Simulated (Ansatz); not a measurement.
Geometry optimisation, RKS PBE0-D4/def2-SVP (Ansatz 0.2.0).

Input:

```yaml
crystal:
  periodic: [false, false, false]
  atoms:
    - { symbol: Si, position_ang: [-0.114899, 0.004737, 0.018765] }
    - { symbol: H, position_ang: [0.086559, 0.025611, 1.469941] }
    - { symbol: F, position_ang: [1.286519, 0.239413, -0.722312] }
    - { symbol: O, position_ang: [-1.159084, 1.163702, -0.423365] }
    - { symbol: Si, position_ang: [-2.605807, 1.588383, -1.150218] }
    - { symbol: H, position_ang: [-3.734115, 0.894754, -0.455327] }
    - { symbol: H, position_ang: [-2.747861, 3.064665, -1.01925] }
    - { symbol: H, position_ang: [-2.587207, 1.195195, -2.587894] }
    - { symbol: F, position_ang: [-0.69149, -1.423334, -0.438826] }
    - { symbol: Br, position_ang: [1.948052, -2.433075, 1.506557] }
    - { symbol: H, position_ang: [1.154833, -1.34435, 2.159928] }
basis:
  gaussian: { orbitals: def2-SVP }
hamiltonian:
  xc: pbe0
  dispersion: d4
relax:
  f_tol: 0.03
  max_steps: 50
```

Launched with:

```bash
$ ansatz run input.yaml --threads 4 --pin off --max-ram 5120MiB --backend cpu --events-out ev --progress --plain --runs-dir out
```

Problem. Where does it end, and by what steps?

Solution. It converged. The force dipped under the threshold on the way, but the program's further checks kept it going. After 28 steps the energy has fallen by 0.201 eV; H11 moved furthest, 1.96 Å.

| step | energy less start (eV) | largest force component (eV/Å) | accepted |
| --- | --- | --- | --- |
| 0 | 0.0000 | 1.256 | yes |
| 1 | -0.1163 | 0.212 | yes |
| 2 | -0.1348 | 0.156 | yes |
| 3 | -0.1442 | 0.066 | yes |
| 4 | -0.1509 | 0.068 | yes |
| 5 | -0.1472 | 0.554 | no |
| 6 | -0.1569 | 0.041 | yes |
| 7 | -0.1595 | 0.282 | yes |
| 8 | -0.1644 | 0.218 | yes |
| 9 | -0.1681 | 0.136 | yes |
| 10 | -0.1701 | 0.196 | yes |
| 11 | -0.1745 | 0.055 | yes |
| 12 | -0.1776 | 0.154 | yes |
| 13 | -0.1796 | 0.090 | yes |
| 14 | -0.1825 | 0.014 | yes |
| 15 | -0.1677 | 0.903 | no |
| 16 | -0.1849 | 0.176 | yes |
| 17 | -0.1856 | 0.348 | yes |
| 18 | -0.1885 | 0.161 | yes |
| 19 | -0.1894 | 0.188 | yes |
| 20 | -0.1896 | 0.187 | yes |
| 21 | -0.1921 | 0.376 | yes |
| 22 | -0.1951 | 0.088 | yes |
| 23 | -0.1968 | 0.015 | yes |
| 24 | -0.1902 | 0.538 | no |
| 25 | -0.1975 | 0.171 | yes |
| 26 | -0.1986 | 0.175 | yes |
| 27 | -0.2001 | 0.022 | yes |
| 28 | -0.2008 | 0.024 | yes |

```xyz
11
Properties=species:S:1:pos:R:3
Si -0.461 0.161 0.295
H -0.063 0.501 1.666
F 0.839 0.035 -0.645
O -1.456 1.289 -0.316
Si -2.639 1.691 -1.421
H -3.941 1.111 -0.986
H -2.732 3.176 -1.463
H -2.279 1.164 -2.769
F -1.198 -1.268 0.255
Br 2.392 -2.029 1.292
H 2.374 -2.856 2.450
```

Whether the end is a true minimum wasn't checked by a vibrational analysis.

The run took 93 s on 4 threads of Arm Neoverse V1, on a shared host, peak memory 0.38 GiB.
